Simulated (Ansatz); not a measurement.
Isolated molecules relaxed with PBE0-D4/def2-TZVP in Ansatz; ΔE leaves out vibrations. CCSD(T)/CBS is the MP2 limit (def2-TZVPP, def2-QZVPP) plus CCSD(T) − MP2 in def2-TZVPP, frozen cores. Functionals use def2-TZVPP. B3LYP here is the variant with VWN-RPA as its local correlation; programs differ in this. Elements past krypton have def2 core potentials. For Ga, Te outer-core shells are correlated without core-valence functions, which leaves a few kJ/mol of doubt a bond. Scalar relativity is left out up to krypton. Each species was taken in one conformer, which may not be the lowest.

Reaction (redistribution): `C[BH][GaH2]` + `NC([TeH])[SiH2]F` → `C[B]([GaH2])[TeH]` + `NC[SiH2]F`

`C[BH][GaH2]`:

Z-matrix (Å, degrees):
```
C
B 1 1.556
H 1 1.104 2 103.4
H 1 1.094 2 113.6 3 113.2
H 1 1.091 2 117.2 3 -117.0
Ga 2 2.078 1 126.0 3 99.5
H 2 1.205 1 116.3 3 -77.0
H 6 1.579 2 122.9 1 -86.4
H 6 1.579 2 122.6 1 94.6
```

`NC([TeH])[SiH2]F`:

Z-matrix (Å, degrees):
```
Si
F 1 1.604
C 1 1.868 2 111.0
Te 1 3.168 2 155.4 3 1.0
H 1 1.478 2 107.7 3 -119.5
H 1 1.483 2 106.6 3 119.1
N 3 1.412 1 117.1 2 51.4
H 3 1.093 1 109.9 2 -76.0
H 4 1.658 1 79.7 2 106.7
H 7 1.010 3 113.7 1 50.4
H 7 1.011 3 113.8 1 176.2
```

`C[B]([GaH2])[TeH]`:

```xyz
10

C    -0.158    1.131    0.718
B    -0.181   -0.265    0.003
Ga    1.236   -0.816   -1.427
Te   -1.679   -1.702    0.460
H    -0.211    1.932   -0.029
H     0.805    1.273    1.224
H    -0.953    1.294    1.449
H     2.593   -1.516   -1.031
H     1.030   -0.541   -2.966
H    -2.481   -0.791    1.599
```

`NC[SiH2]F`:

Z-matrix (Å, degrees):
```
C
Si 1 1.870
N 1 1.462 2 105.0
H 1 1.099 2 112.8 3 126.6
H 1 1.094 2 107.8 3 -115.9
F 2 1.606 1 110.6 3 -170.3
H 2 1.482 1 110.9 3 70.1
H 2 1.487 1 109.6 3 -51.9
H 3 1.011 1 111.1 2 73.7
H 3 1.011 1 111.9 2 -166.2
```

```csv
level,ΔE (kcal/mol)
B3LYP-D4,-21.9
ωB97X-V,-23.9
PBE,-22.3
MP2/CBS(def2),-24.7
```

**Question.** What does CCSD(T)/CBS give? (An estimate is asked.)

**Answer.** The calculation gave: -24.5 kcal/mol. The listed levels differ from it by 2.6, 0.6, 2.2, -0.2 kcal/mol.

Largest T1 diagnostic among the species: 0.014.

From PBE to PBE0 (25 % exact exchange), in def2-TZVPP and without D4, ΔE moves by −1.6 kcal/mol.
